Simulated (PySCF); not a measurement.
## Atomic charges against the basis set

Species: C3H7FOSi.
Geometry (PBE0-D3(BJ)/def2-SVP, Å), atoms numbered from 1 in this order:
```xyz
13
C3H7FOSi angstrom
C      1.3644   -0.1344   -0.0543
C      0.2394    0.7417    0.4391
O     -0.3254    0.2425    1.6711
Si    -1.8167   -0.1773    0.9921
C     -1.0152    0.7255   -0.4809
F     -0.8449    0.0759   -1.6756
H      1.8018    0.2777   -0.9756
H      2.1461   -0.1945    0.7163
H      1.0089   -1.1522   -0.2706
H      0.6082    1.7671    0.6187
H     -2.0508   -1.6413    0.8257
H     -2.9861    0.4432    1.6797
H     -1.3903    1.7425   -0.6835
```

PBE0 throughout (PySCF), one geometry, spherical d and f functions. The structure is a single PBE0-D3(BJ)/def2-SVP conformer in the gas phase; no vibrational or solvent corrections. Atoms taken as equivalent share a column and are averaged. The first 7 of 11 kinds of atom are listed.

Mulliken charges (e):

| basis | functions | C1 | C2 | O3 | Si4 | C5 | F6 | H7/H8/H9 |
| --- | --- | --- | --- | --- | --- | --- | --- | --- |
| STO-3G | 41 | -0.243 | 0.000 | -0.351 | +0.680 | -0.131 | -0.108 | +0.083 |
| 6-31G | 72 | -0.457 | -0.030 | -0.668 | +0.896 | -0.119 | -0.324 | +0.183 |
| pcSseg-0 | 72 | -0.573 | -0.116 | -0.801 | +1.081 | -0.317 | -0.359 | +0.243 |
| 6-31G* | 102 | -0.523 | +0.033 | -0.585 | +0.641 | +0.007 | -0.329 | +0.189 |
| cc-pVDZ | 123 | -0.023 | +0.029 | -0.426 | +0.448 | +0.087 | -0.226 | +0.052 |
| def2-SVP | 123 | -0.001 | +0.036 | -0.492 | +0.596 | +0.026 | -0.255 | +0.051 |
| aug-cc-pVDZ | 205 | +0.345 | +0.868 | -0.969 | -0.138 | +0.834 | -0.543 | -0.107 |
| 6-311+G(2d,p) | 212 | -0.549 | +0.131 | -0.521 | +0.759 | -0.168 | -0.279 | +0.167 |
| def2-TZVP | 234 | -0.382 | +0.147 | -0.397 | +0.355 | -0.026 | -0.220 | +0.129 |
| cc-pVTZ | 282 | -0.272 | +0.099 | -0.369 | +0.338 | +0.037 | -0.221 | +0.103 |
| IGLO-III | 289 | -0.378 | +0.123 | -0.600 | +0.999 | -0.101 | -0.279 | +0.123 |
| pcSseg-2 | 321 | -0.010 | +0.178 | -0.566 | +0.787 | -0.029 | -0.290 | +0.036 |

IAO charges (e):

```
        basis  functions      C1      C2      O3     Si4      C5      F6  H7/H8/H9
       STO-3G         41  -0.407  -0.035  -0.461  +0.846  -0.228  -0.131    +0.138
        6-31G         72  -0.439  +0.053  -0.625  +0.820  -0.128  -0.288    +0.157
     pcSseg-0         72  -0.430  +0.042  -0.621  +0.833  -0.144  -0.275    +0.155
       6-31G*        102  -0.423  +0.080  -0.657  +0.950  -0.112  -0.301    +0.148
      cc-pVDZ        123  -0.423  +0.081  -0.650  +0.935  -0.109  -0.303    +0.148
     def2-SVP        123  -0.412  +0.082  -0.654  +0.955  -0.112  -0.304    +0.145
  aug-cc-pVDZ        205  -0.433  +0.082  -0.665  +0.946  -0.109  -0.317    +0.152
6-311+G(2d,p)        212  -0.434  +0.080  -0.673  +0.980  -0.119  -0.318    +0.153
    def2-TZVP        234  -0.435  +0.081  -0.674  +0.990  -0.118  -0.317    +0.153
      cc-pVTZ        282  -0.436  +0.081  -0.669  +0.974  -0.116  -0.315    +0.153
     IGLO-III        289  -0.436  +0.080  -0.675  +0.989  -0.120  -0.319    +0.153
     pcSseg-2        321  -0.435  +0.081  -0.674  +0.989  -0.119  -0.318    +0.153
```

Some averages cover members that differ in this geometry, most widely: H7/H8/H9, Mulliken in aug-cc-pVDZ -0.154 to -0.070 e.

Task: Which scheme is steadiest as the basis changes?

Result: Largest range over the bases for any column: IAO 0.21 e, Mulliken 1.22 e. IAO charges move least and Mulliken charges most, counted in e. Without the minimal STO-3G basis the ranges are IAO 0.17, Mulliken 1.22 e.

Task: How much do the charges still move between the two largest bases, IGLO-III and pcSseg-2?

Result: At most, over all atoms: Mulliken 0.368 e, IAO 0.001 e.

Task: What do the same runs give for the total energy, the frontier levels and the dipole moment?

Result: 
```csv
basis,energy (Eh),HOMO (eV),LUMO (eV),μ (D)
STO-3G,-575.4295,-3.80,5.61,0.92
6-31G,-582.4946,-7.68,-0.22,1.29
pcSseg-0,-581.6049,-7.80,-0.29,1.28
6-31G*,-582.6197,-7.66,-0.07,0.90
cc-pVDZ,-582.6526,-7.72,-0.04,0.82
def2-SVP,-582.3339,-7.82,-0.04,0.87
aug-cc-pVDZ,-582.6803,-7.90,-0.57,0.85
"6-311+G(2d,p)",-582.7493,-7.95,-0.60,0.86
def2-TZVP,-582.7789,-7.90,-0.42,0.83
cc-pVTZ,-582.7669,-7.86,-0.30,0.81
IGLO-III,-582.7851,-7.92,-0.35,0.83
pcSseg-2,-582.7848,-7.94,-0.52,0.87
```

The dipole is fixed by the density alone, so its range of 0.48 D shows that the density itself changes with the basis, not only its division among atoms.
